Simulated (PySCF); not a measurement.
## Computed structure and properties of [HgOCl]−

System: [HgOCl]− (singlet); start: template (Cs). Method: PySCF 2.14.0, RKS PBE0, Hg def2-SVP with ECP60, O def2-SVP, Cl def2-SVP; non-relativistic Hamiltonian with scalar-relativistic core potentials where named; density fitting; no spin-orbit coupling.

Input of the relaxation:

```python
mol = gto.M(atom='''
Hg     0.19602     0.00000    -0.16647
O      1.58742     0.00000     0.45623
Cl    -1.85828     0.00000     0.75283''',
    basis={'Hg': 'def2-SVP', 'O': 'def2-SVP', 'Cl': 'def2-SVP'},
    ecp={'Hg': 'def2-SVP'},
    charge=-1, spin=0)
mf = dft.RKS(mol, xc='PBE0')
mf.grids.atom_grid = (50, 194)
mf = mf.density_fit()  # fitting sets: Hg def2-universal-JKFIT, O def2-universal-JKFIT, Cl def2-universal-JKFIT
mf.conv_tol = 1e-08; mf.max_cycle = 55
mf.kernel(dm0)  # dm0: converged density of the start geometry
# quasi-Newton relaxation in Cartesian coordinates to a largest gradient under 0.00045 Eh/bohr, steps kept in the point group
```

Run from Python with OMP_NUM_THREADS=2; the lines above give its settings. Where DIIS fails, smearing, a level shift and second-order steps follow.
It took 8.9 s on 2 threads of Arm Neoverse V2 (shared host), from the converged density of the start.

Course of the relaxation:

| step | energy above end (eV) | largest force component within the symmetry (eV/Å) |
| --- | --- | --- |
| 0 | 5.1717 | 27.257 |
| 1 | 1.1697 | 3.267 |
| 2 | 0.5936 | 0.961 |
| 3 | 0.2669 | 1.048 |
| 4 | 0.1982 | 1.359 |
| 5 | 0.1484 | 1.416 |
| 6 | 0.0206 | 0.874 |
| 7 | 0.0025 | 0.217 |
| 8 | 0.0006 | 0.145 |
| 9 | 0.0000 | 0.014 |
| 10 | 0.0000 | 0.002 |

Relaxed geometry (C∞v):

```xyz
3

Hg    0.1522    0.0000    0.3282
O     2.0318    0.0000    0.1655
Cl   -2.2588    0.0000    0.5489
```

```tsv
contact	Å
Hg1–O2 (O)	1.887
Hg1–Cl3 (Cl)	2.421
```

On the finer grid (75, 302):

The HOMO is -0.78 eV and the LUMO is 4.38 eV. The dipole about the centre of mass is 1.68 D, the set of Mulliken populations of Hg1 outside the core potential is s 3.27, p 6.65, d 9.90, f 0.01 and the D3(BJ) dispersion energy (not in the energies) is -0.051 eV.

```tsv
atom	Mulliken (e)	Löwdin (e)	spin (e)
Hg1	0.18	-0.13	0.00
O2	-0.69	-0.57	0.00
Cl3	-0.48	-0.30	0.00
```

On the grid (50, 194), as all that follows. Harmonic modes: a minimum; lowest 124 cm⁻¹ (negative: unstable), highest 705 cm⁻¹, zero-point energy 0.077 eV.

Rigid scan of O along the line from its metal:

distance to O2 (Å), energy (eV) and a bar:
```
     1.59      2.170 ##############################
     1.69      0.789 ###########
     1.79      0.163 ##
     1.89      0.000 
     1.99      0.113 ##
     2.09      0.380 #####
     2.19      0.723 ##########
     2.34      1.277 ##################
```

Taking off one Cl (charge -1, singlet; the rest: singlet) in vacuum, both parts rigid, costs 3.63 eV; the small basis without counterpoise inflates it.

Rigid scan of Cl along the line from its metal:

distance to Cl3 (Å), energy (eV) and a bar:
```
     2.12      0.649 ##########
     2.22      0.245 ####
     2.32      0.052 #
     2.42      0.000 
     2.52      0.039 #
     2.62      0.137 ##
     2.82      0.422 ######
     3.12      0.907 ##############
     3.52      1.478 ######################
     4.02      2.006 ##############################
```

One start shape was tried, so this needn't be the lowest isomer.
